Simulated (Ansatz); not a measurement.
ClH2MoNOS (`[NH2][Mo](=[O])(=[S])[Cl]`), 7 atoms. Total charge 0; spin multiplicity 1. Correlated methods include outer-core shells of Mo, which these sets cover unevenly. Mo: def2 effective core potential. All runs use 4 threads of a server CPU on a shared host. Correlated methods freeze the cores.

Task: Give the basis size and wall time and peak host memory of each of these runs in Ansatz. RKS revPBE-D4/def2-TZVPP energy; RKS PBE0-D4/def2-SVP energy; RKS ωB97M-V/def2-SVP energy; RHF-MP2/def2-QZVPP energy; RKS PBE0-D4/def2-TZVP relaxation (7 steps); RHF-CCSD(T)/def2-SVP energy; RKS ωB97X-V/def2-TZVPP energy; RKS PBE0-D4/def2-QZVPP energy; RKS PBE0-D4/def2-TZVP frequencies; RKS B2PLYP (frozen core)/def2-TZVPP energy; RHF-CCSD(T)/def2-TZVPP energy; RKS HSE06-D4/def2-TZVPP energy. (Best estimate.)

Result: Computed: Other jobs shared the machine, so times are rough.

```tsv
level	job	functions	wall time	peak host memory (GiB)
RKS PBE0-D4/def2-SVP	energy	105	1.8 s	0.23
RKS revPBE-D4/def2-TZVPP	energy	230	2.7 s	0.32
RKS HSE06-D4/def2-TZVPP	energy	230	4 s	0.67
RKS B2PLYP (frozen core)/def2-TZVPP	energy	230	8 s	0.61
RKS ωB97M-V/def2-SVP	energy	105	8 s	0.36
RKS PBE0-D4/def2-QZVPP	energy	395	8.5 s	1.5
RKS ωB97X-V/def2-TZVPP	energy	230	10 s	0.77
RHF-CCSD(T)/def2-SVP	energy	105	10 s	0.52
RHF-MP2/def2-QZVPP	energy	395	20 s	1.9
RKS PBE0-D4/def2-TZVP	relaxation (7 steps)	188	31 s	0.55
RKS PBE0-D4/def2-TZVP	frequencies	188	2 min	0.54
RHF-CCSD(T)/def2-TZVPP	energy	230	3.8 min	4.4
```

HSE06 is defined as in plane-wave codes.
